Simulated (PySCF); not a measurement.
Be(H)(SeH) (BeH2Se), SMILES [BeH][SeH].

Geometry optimised at PBE0-D3(BJ)/def2-TZVP.

The numbers are results of B3LYP/def2-TZVPD (PySCF), not measurements.

The molecule is in vacuum.

| Item | Result |
|---|---|
| total energy | -2417.56999 hartree |
| point group | Cs |
| highest occupied level | -7.17 eV |
| lowest empty level | -1.29 eV |
| orbital gap | 5.89 eV |
| dipole moment | 0.43 D |
| quadrupole, principal values (traceless, Buckingham form, about the centre of nuclear charge) | -5.21, -0.57, 5.77 D·Å |
| mean static polarisability | 47.5 bohr³ (7.04 Å³) |
| polarisability, principal values | 42.7, 43.5, 56.3 bohr³ |
